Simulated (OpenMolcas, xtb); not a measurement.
# InSiH5 (SMILES [SiH3][InH2]): methods side by side

The species is InSiH5 (7 atoms), meant as a singlet with charge 0. As SMILES, `[SiH3][InH2]`. The shape is that of a PBE0-D4/def2-TZVP optimisation.

Each level gives the dipole moment (D). The values are calculated.

| level | kind | program | value (D) | CPU time |
| --- | --- | --- | --- | --- |
| GFN2-xTB | semi-empirical | xtb | 1.80 | under 2 s |
| GFN1-xTB | semi-empirical | xtb | 0.25 | under 2 s |
| HF/def2-TZVP (core potential) | Hartree–Fock | OpenMolcas | 0.09 | 23 s |
| SVWN5/def2-TZVP (core potential) | LDA | OpenMolcas | 0.09 | 41 s |
| PBE/def2-TZVP (core potential) | GGA | OpenMolcas | 0.09 | 49 s |
| M06-L/def2-TZVP (core potential) | meta-GGA | OpenMolcas | 0.07 | 63 s |
| TPSS/def2-TZVP (core potential) | meta-GGA | OpenMolcas | 0.06 | 61 s |
| B3LYP/def2-TZVP (core potential) | global hybrid | OpenMolcas | 0.08 | 46 s |

The values span 0.06 to 1.80 D. Magnitudes only. Times are those of the runs behind each value, whatever else they computed, on shared processors of several kinds: orders of magnitude only.
